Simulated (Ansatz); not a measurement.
Ansatz results at the PBE0-D4/def2-TZVP geometry: size of the dipole moment (ωB97M-V/def2-TZVPP) 3.55 D; LUMO energy (ωB97M-V/def2-TZVPP) -0.74 eV; HOMO–LUMO gap (B3LYP/def2-TZVPP) 4.43 eV.

(1) Which molecule gave them?
A. `O=C(Cl)C(=O)Cl`
B. `CCCCC(O)CC`
C. `[S][Sn]`
D. `CC(C)(C)CS`

Answers

(1) C. The others give `CCCCC(O)CC`: 1.58, 2.44, 8.11; `CC(C)(C)CS`: 1.53, 2.11, 6.72; `O=C(Cl)C(=O)Cl`: 0.01, -1.13, 4.96.

B3LYP here is the variant with VWN-RPA as its local correlation; programs differ in this.
